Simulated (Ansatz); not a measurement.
Coupled-cluster diagnostics for In(phosphinine)H3 (C₅H₈InP), Ansatz.

Geometry of the singlet (PBE0-D4/def2-SVP):

Cartesian coordinates in Å:
```
In 1.715 0.299 3.005
P 0.331 0.059 0.583
C -1.125 -0.807 0.262
C -1.725 -0.856 -0.993
C -1.211 -0.211 -2.120
C -0.040 0.549 -2.095
C 0.729 0.740 -0.951
H -1.587 -1.342 1.097
H -2.649 -1.433 -1.104
H -1.750 -0.306 -3.066
H 0.291 1.019 -3.027
H 1.638 1.347 -1.011
H 3.269 0.484 2.246
H 1.227 -1.261 3.598
H 0.885 1.717 3.576
```

In the def2 sets In takes a core potential; there is no spin–orbit coupling. Correlated methods freeze 14 core orbitals; core or outer-core shells of In are correlated, in sets that lack core-valence functions. In CCSD on the charge 1 doublet the largest single amplitude is 0.50, so its Hartree–Fock determinant may place the open shell otherwise than the density functionals do.

(1) Estimate the CCSD(T) correlation energy, the shares of MP2 and (T), T1 and the reference's ⟨S²⟩ for: charge 0, singlet, own geometry in def2-SVP; charge 1, doublet, vertical in def2-SVP; and the rough time on 4 threads of Intel Xeon 6975P-C on a shared host.

Answers

(1) 
```csv
state,basis,correlation (eV),MP2 share (%),(T) share (%),T1,⟨S²⟩ (pure),wall time,remarks
"charge 0, singlet, own geometry",def2-SVP,-26.648,89.5,4.3,0.011,0.00 (0.00),15 s,restricted SCF unstable
"charge 1, doublet, vertical",def2-SVP,-25.822,86.4,4.5,0.058,0.94 (0.75),79 s,"large T1 (0.058), spin-contaminated (⟨S²⟩ 0.94)"
```
Customary marks for T1 are 0.02 (closed shells), 0.045 (open shells) and about 0.05 (3d metals). T1 exceeds 0.02 in 1 of 2 rows and 0.045 in 1; the higher it lies, the less the single-reference result can be trusted.
